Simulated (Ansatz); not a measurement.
**A barrier at the coupled-cluster level**

Start structure (HfAlHCl4F2, singlet), relaxed at PBE0-D4/def2-TZVP:

Al1  (-0.865, -1.572, 0.813)
H2  (-1.868, -1.461, 2.002)
F3  (-1.055, -0.196, -0.349)
F4  (-0.678, -2.924, -0.102)
Hf5  (0.565, 1.131, -0.582)
Cl6  (1.168, -0.700, 1.237)
Cl7  (-0.650, 2.151, -2.281)
Cl8  (0.820, 2.859, 0.931)
Cl9  (2.564, 0.713, -1.668)
(Å)

The step: HfAlHCl₄F₂ ([F][AlH]1[F][Hf]([Cl])([Cl])([Cl])[Cl]1) → HfAlHCl₄F₂ ([F][Al]12[H][Hf]([Cl])([Cl])([Cl])([F]1)[Cl]2); bonds formed: H2–Hf5. Program: Ansatz 0.2.0. Basis: def2-TZVPP and def2-QZVPP. Cores are frozen in the correlated methods. Core potentials replace the inner electrons of the atoms past krypton. Extrapolation: Hartree–Fock as exp(−7.88 √X), correlation as X^−2.97. Energies below are by CCSD(T) at an estimated basis limit (MP2 extrapolated from triple and quadruple zeta, plus CCSD(T) − MP2 in triple zeta).

Q: What are the electronic barrier and the energy of the step, from the start structure to the end structure? (To be estimated.)

A: The calculation gives: Barrier 6.56 kcal/mol; step energy 4.62 kcal/mol (uphill); reverse barrier, their difference, 1.93 kcal/mol. Barrier and step energy count from the start structure, the reverse barrier from the end structure.

The saddle point: One imaginary mode of 124i cm⁻¹.
```
  pair  start (Å)  saddle (Å)  end (Å)
H2–Hf5       4.40        2.86     2.19
```

Zero-point energy (harmonic, PBE0-D4): ZPE is 11.42 kcal/mol at the start and 11.42 kcal/mol at the saddle, so the barrier goes from 6.56 to 6.56 kcal/mol.

The T1 diagnostic stays at or below 0.015.

Ligand swaps between two centres remove the fluorinated layer in thermal atomic layer etching, and scramble precursors in the gas phase.

Labels in which every atom is bracketed show which atoms are joined, not bond orders.

For scale, one of the runs: CCSD(T)/def2-TZVPP, 342 basis functions, launched by `ansatz run in.yaml --threads 4 --pin off --events-out ev --progress --plain --max-ram 63488MiB --backend cuda --devices 0, --max-vram 37GiB`. Time: 14 s of wall clock on 4 CPU threads of an AMD EPYC 7R13 and a share of one NVIDIA H100; the host was shared. Peak host memory: 0.88 GiB.
